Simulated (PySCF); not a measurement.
A GIAO shielding run with PySCF (density fitting, non-relativistic, gas phase) on `InChI=1S/CH5BO3/c3-1-2(4)5/h3-5H,1H2`:

```
{"job": {"kind": "nmr", "xc": "PBE0", "basis": "pcSseg-1"}, "charge": 0, "multiplicity": 1}
O     -0.716145    -1.523216    -0.339737
C     -0.512834    -0.138469    -0.600721
B      0.607374     0.467763     0.363148
O      0.888313     1.792660     0.477735
O      1.334779    -0.410792     1.090200
H     -1.291199    -1.594961     0.429090
H     -0.164152    -0.063882    -1.646957
H     -1.464393     0.428272    -0.573745
H      0.322952     2.347933    -0.064230
H      1.034059    -1.299498     0.845836
```

Hardware: 1 thread of an Arm Neoverse V1, shared host. The job also computes population analyses, field gradients.

Q: How large is the calculation?

A: 40 electrons, 110 basis functions and 568 auxiliary functions.

Q: How long does it take?

A: 6.5 s of wall time, with 13 SCF cycles and 4 response iterations. Times on a shared host scatter by some tens of per cent.

Q: And these other runs on the same molecule and hardware: GIAO shielding at PBE0/pcSseg-2; spin–spin coupling at B3LYP/pcJ-1?

A: PBE0/pcSseg-2: 250 functions, 21 s; B3LYP/pcJ-1: 185 functions, 13 s.
